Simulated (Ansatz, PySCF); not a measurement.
This Ansatz (an electronic-structure program) input computes a B3LYP/def2-TZVPD energy:

Ansatz 0.2 input:
```yaml
crystal:
  periodic: [false, false, false]
  atoms:
    - {symbol: C, position_ang: [1.69085264, -0.46144252, -0.53549595]}
    - {symbol: C, position_ang: [0.84940803, 0.22496867, 0.23837609]}
    - {symbol: C, position_ang: [-0.46663568, 0.63470500, -0.25273746]}
    - {symbol: O, position_ang: [-1.55451460, -0.26660527, 0.53497634]}
    - {symbol: H, position_ang: [1.43006190, -0.75902949, -1.54498677]}
    - {symbol: H, position_ang: [2.68197121, -0.72519755, -0.19068164]}
    - {symbol: H, position_ang: [1.13147052, 0.54232096, 1.23510990]}
    - {symbol: H, position_ang: [-0.65591085, 0.42426682, -1.30099558]}
    - {symbol: H, position_ang: [-0.80136117, 1.62178434, 0.05099306]}
    - {symbol: H, position_ang: [-1.31389592, -1.21243209, 0.52772379]}
    - {symbol: H, position_ang: [-2.47796867, -0.14825773, 0.24217057]}
basis:
  gaussian:
    orbitals: def2-TZVPD
hamiltonian:
  xc: {name: B3LYP}
total_charge: 1
output: {forces: true}
```

Question: Write an input for the same energy in PySCF and say what it gives.

Answer: 
```python
from pyscf import gto, scf, dft

mol = gto.M(
    atom='''
    C     1.69085264   -0.46144252   -0.53549595
    C     0.84940803    0.22496867    0.23837609
    C    -0.46663568    0.63470500   -0.25273746
    O    -1.55451460   -0.26660527    0.53497634
    H     1.43006190   -0.75902949   -1.54498677
    H     2.68197121   -0.72519755   -0.19068164
    H     1.13147052    0.54232096    1.23510990
    H    -0.65591085    0.42426682   -1.30099558
    H    -0.80136117    1.62178434    0.05099306
    H    -1.31389592   -1.21243209    0.52772379
    H    -2.47796867   -0.14825773    0.24217057
    ''',
    basis='def2-tzvpd',
    charge=1,
    spin=0,
    verbose=4,
)

mf = dft.RKS(mol, xc='b3lyp').density_fit(auxbasis='def2-universal-jkfit')
mf.grids.level = 3
mf.conv_tol = 1e-9
mf.max_cycle = 100
mf.max_memory = 1500
mf.kernel()
if not mf.converged:
    mf = mf.newton()
    mf.kernel(mf.make_rdm1())
mf.analyze()
```
It gives -193.51337 Eh, and Ansatz -193.51327 Eh, a difference of 0.10 mEh, from the treatment of integrals and grids.

It need not be the lowest isomer of its formula.
